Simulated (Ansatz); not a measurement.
Reaction (redistribution): `[SiH3][AlH][Br]` + `CN[SiH2]Cl` → `[SiH3]N[SiH2]Cl` + `[CH3][AlH][Br]`

Program: Ansatz. Geometries: PBE0-D4/def2-TZVP. ΔE: electronic, gas phase. CCSD(T)/CBS adds triple-zeta CCSD(T) − MP2 to the extrapolated MP2 energy (def2 sets, frozen cores). For Br outer-core shells are correlated without core-valence functions, which leaves a few kJ/mol of doubt a bond. Scalar relativity is left out up to krypton. Each species was taken in one conformer, which may not be the lowest.

```tsv
species	SCS-MP2/def2-QZVPP energy (Eh)
`[SiH3][AlH][Br]`	-3106.51038
`CN[SiH2]Cl`	-845.17691
`[SiH3]N[SiH2]Cl`	-1096.23320
`[CH3][AlH][Br]`	-2855.50752
```

Problem. Work out ΔE.

Solution. ΔE = (-1096.23320) + (-2855.50752) − (-3106.51038) − (-845.17691) = -0.05343 Eh = -33.5 kcal/mol. CCSD(T)/CBS gives -31.5 kcal/mol.

Largest T1 diagnostic among the species: 0.010.

Leaving LDA and LC-ωPBE aside and taking each functional with its dispersion term where it has one, the values, not all of them listed here, spread over 6.6 kcal/mol, from ωB97M-V to PBE-D4. From BLYP to BHLYP (50 % exact exchange), in def2-TZVPP and without D4, ΔE moves by −2.9 kcal/mol. At CCSD(T), def2-SVP lies +5.1 kcal/mol from the extrapolated value and def2-TZVPP +0.7 kcal/mol.
